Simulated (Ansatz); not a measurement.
```yaml
crystal:
  periodic: [false, false, false]
  atoms:
    - {symbol: Si, position_ang: [-0.635114, 1.096008, -0.375990]}
    - {symbol: O, position_ang: [-0.020916, -0.118964, 0.545659]}
    - {symbol: As, position_ang: [0.970984, -1.492123, -0.054477]}
    - {symbol: H, position_ang: [-1.525239, 0.562995, -1.443780]}
    - {symbol: H, position_ang: [0.450837, 1.879548, -1.026522]}
    - {symbol: H, position_ang: [-1.410850, 1.973663, 0.532512]}
    - {symbol: H, position_ang: [2.038908, -1.390600, 1.033953]}
    - {symbol: H, position_ang: [0.223591, -2.567625, 0.732746]}
basis:
  gaussian: {orbitals: cc-pVDZ}
magnetization: {spin_polarized: true, initial_magnetization: 1}
hamiltonian: {xc: {name: PBE-QIDH}}
output: {forces: true}
```

```sh
$ ansatz run in.yaml --threads 2 --pin off --events-out ev --progress --plain --max-ram 4352MiB
```

Task: How does Ansatz answer? (An estimate is asked.)

Result: The calculation gave: The program refused the input.
```
Error: a molecule whose nuclei and cores have a total charge of 60 cannot have a net charge of 0 together with 1 unpaired electrons
```
